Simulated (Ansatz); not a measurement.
`O[Si]1(Cl)CO1` and `F[Si]1(Cl)CO1` differ in one atom or group.

Ansatz, PBE0-D4/def2-TZVP geometries, multiplicity 1. Each molecule was computed in one conformer, which needn't be the lowest.

| property | `O[Si]1(Cl)CO1` |
| --- | --- |
| ideal-gas entropy at 298 K and 1 bar (rigid rotor, harmonic PBE0-D4/def2-TZVP) / J/(mol·K) | 325 |
| size of the dipole moment (B3LYP/def2-TZVPP) / D | 2.10 |
| HOMO–LUMO gap (PBE0/def2-TZVPP) / eV | 7.81 |
| LUMO energy (ωB97M-V/def2-TZVPP) / eV | 1.67 |
| LUMO energy (PBE/def2-TZVPP) / eV | -1.02 |
| HOMO energy (ωB97M-V/def2-TZVPP) / eV | -10.12 |

Problem. Give the same properties after the change, and the shifts. (Estimate.)

Solution. Computed: 
| property | `F[Si]1(Cl)CO1` | shift |
| --- | --- | --- |
| ideal-gas entropy at 298 K and 1 bar (rigid rotor, harmonic PBE0-D4/def2-TZVP) / J/(mol·K) | 317 | -8 |
| size of the dipole moment (B3LYP/def2-TZVPP) / D | 1.69 | -0.41 |
| HOMO–LUMO gap (PBE0/def2-TZVPP) / eV | 8.03 | 0.22 |
| LUMO energy (ωB97M-V/def2-TZVPP) / eV | 1.69 | 0.02 |
| LUMO energy (PBE/def2-TZVPP) / eV | -1.28 | -0.26 |
| HOMO energy (ωB97M-V/def2-TZVPP) / eV | -10.55 | -0.43 |

With PBE0 the HOMO falls by 0.44 eV and the LUMO falls by 0.22 eV, so the gap widens by about 0.22 eV. PBE moves the HOMO by -0.44 eV and ωB97M-V by -0.43 eV. The zero-point energy changes by -29.7 kJ/mol with -3 modes. Dipoles are sizes alone; their direction can turn.

B3LYP here is the variant with VWN-RPA as its local correlation; programs differ in this.
